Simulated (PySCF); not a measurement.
## Correlation energy of Ru³⁺ (ruthenium, charge +3)

[Kr] 4d5, high-spin 6S determinant. Computed with PySCF 2.14 in aug-cc-pVDZ-PP with ECP28MDF, with a scalar-relativistic core potential. Frozen: 4s2 4p6; 5 electrons correlated.

```
  level  correlation energy (mhartree)
   CCSD                         -47.17
    (T)                          -0.16
CCSD(T)                         -47.33
```

Diagnostics: T1 = 0.0020, D1 = 0.0028, largest double amplitude 0.019.

Is a single reference adequate?

Yes, within this model without spin-orbit coupling: T1 lies below 0.03 and no double amplitude reaches 0.07.
